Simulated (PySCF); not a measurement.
Run record: geometry optimisation, `BOBN` (B2H5NO).

Method: PBE0-D3(BJ)/def2-SVP geometry optimisation, gas phase (PySCF 2.14.0). Start geometry: GFN2-xTB. A driver script takes a list of jobs; this job's settings line and coordinates (Å) are shown.

Command:
```bash
OMP_NUM_THREADS=1 python probes_run.py task.json out
```

Input:
```
{"job": {"xc": "PBE0", "basis": "def2-SVP", "d3": "d3bj", "grid": 1, "kind": "geom"}, "charge": 0, "multiplicity": 1}
B     -1.865682     0.077878    -0.010069
O     -0.592253     0.308247     0.017445
B      0.710985     0.528369     0.051073
N      1.612551    -0.545949     0.103633
H     -2.422276    -0.044684    -1.048484
H     -2.474517    -0.005589     1.002942
H      1.122727     1.631349     0.038237
H      2.609232    -0.438257     0.128478
H      1.312795    -1.505369     0.118805
```

Output:
```
step   0  E = -182.44056087  max force = 0.028928
step   1  E = -182.44425256  max force = 0.004473
step   2  E = -182.44428089  max force = 0.001656
step   3  E = -182.44428786  max force = 0.001164
step   4  E = -182.44429414  max force = 0.001812
step   5  E = -182.44430379  max force = 0.001438
step   6  E = -182.44431528  max force = 0.001055
step   7  E = -182.44431593  max force = 0.000908
step   8  E = -182.44431820  max force = 0.000223
optimisation converged
```

Energies in Eh; «max force» is the largest Cartesian gradient component in Eh/bohr.

Problem. How much energy does the optimisation release, in kcal/mol?

Solution. E(step 0) − E(last step) = 0.003757 Eh, which is 2.4 kcal/mol.

Problem. Give the first gradient maximum in eV/Å.

Solution. With 1 Eh/bohr = 51.422 eV/Å, 1.488 eV/Å.

In short: final energy -182.44432 Eh after 8 steps; dipole 2.41 D.

Time: 14 s of wall time; peak memory 0.34 GiB. Hardware: Arm Neoverse V1, one thread, no GPU, on a shared host.
Labels such as C1 count atoms from 1, the log's own numbers from 0.
